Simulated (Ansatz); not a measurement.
Cost and result up the ladder for (HCd-mu-NH2)2 (Cd₂N₂H₆) (10 atoms). Charge 0, multiplicity 1. Geometry: PBE-D4/def2-SVP.

```xyz
10

Cd   -0.016    0.248   -1.681
H    -0.035    0.354   -3.367
N    -1.469    0.116    0.039
Cd    0.011   -0.524    1.616
H     0.020   -1.179    3.174
N     1.473    0.070    0.004
H    -2.281   -0.505   -0.100
H    -1.903    1.027    0.256
H     1.939    0.968    0.211
H     2.261   -0.575   -0.153
```

Ansatz on 4 threads of Arm Neoverse V2 on a shared host. Times are rough, and most runs start from the orbitals of an earlier one. CAM-B3LYP-D4/def2-TZVP serves as the yardstick here, not as an exact answer. Differences are given only for rows in sets of like size (and for xTB, whose basis is part of the method), since another set adds its own error. Binding counts from free atoms at the same level (Cd singlet, H doublet, N quartet; other spins of the atoms weren't run), without zero-point energy or a counterpoise term.

In the def2 sets Cd takes a core potential; there is no spin–orbit coupling. LC-ωPBE has ω = 0.4 bohr⁻¹. B3LYP takes the VWN-RPA correlation. HSE06 is defined as in plane-wave codes, on full-range PBE exchange. Correlated methods freeze 2 core orbitals; core or outer-core shells of Cd are correlated, in sets that lack core-valence functions.

Correlated methods converge slowly with the basis.

```csv
level,functions,wall time,binding energy per atom (eV),difference from CAM-B3LYP-D4/def2-TZVP (eV)
PBE-D4/def2-SVP,120,1.1 s,2.54,–
PBE-D4/def2-TZVP,178,1.6 s,2.52,-0.01
HF/def2-TZVP,178,1.7 s,1.58,-0.95
revPBE-D4/def2-TZVP,178,1.8 s,2.45,-0.08
MP2/def2-TZVP,178,1.9 s,2.38,-0.15
PBE-D4/def2-TZVPD,208,2.1 s,2.53,0.00
PBE0-D4/def2-TZVP,178,2.2 s,2.47,-0.05
B3LYP-D4/def2-TZVP,178,2.3 s,2.48,-0.04
CAM-B3LYP-D4/def2-TZVP,178,2.5 s,2.53,0.00
HSE06-D4/def2-TZVP,178,2.5 s,2.47,-0.06
LC-ωPBE/def2-TZVP (with forces),178,2.5 s,2.54,0.01
r2SCAN-D4/def2-TZVP,178,3.6 s,2.49,-0.03
r2SCAN-D4/def2-TZVPD,208,4.3 s,2.50,-0.03
B97M-V/def2-TZVP,178,7.5 s,2.47,-0.05
```
